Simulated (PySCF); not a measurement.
InCl3.NH3, optimised at PBE0/def2-TZVP:

```xyz
8

N     -0.0133     0.0367    -0.0551
In    -0.0162     0.9432    -2.1583
Cl     2.2703     1.3436    -2.3549
Cl    -1.4107     2.7617    -1.7390
Cl    -0.9095    -0.8757    -3.3073
H     -0.3827    -0.9086    -0.0778
H      0.9318     0.0062     0.3144
H     -0.5875     0.5938     0.5700
```

Computed with PySCF and rigid-rotor harmonic-oscillator thermochemistry at 1 bar. All species are closed-shell singlets. In: scalar-relativistic def2 core potential, no spin-orbit coupling. Adducts (InCl3.NH3) have no counterpoise correction, and HF, PBE, BLYP, B3LYP and PBE0 lack dispersion. InCl3.NH3: computed as isolated molecules; such fragments, hydroxides, amides, oligomers or adducts are transient or little studied in the gas.

Question: List the harmonic frequencies (cm⁻¹, unscaled) at this level and at the other levels, each on its own geometry.

Answer: 
- PBE0/def2-TZVP: 79, 79, 88, 90, 91, 110, 325, 344, 371, 371, 601, 602, 1206, 1652, 1652, 3482, 3606, 3606
- PBE/def2-SVP: 65, 66, 89, 89, 104, 146, 316, 329, 363, 363, 565, 565, 1111, 1567, 1568, 3376, 3510, 3510
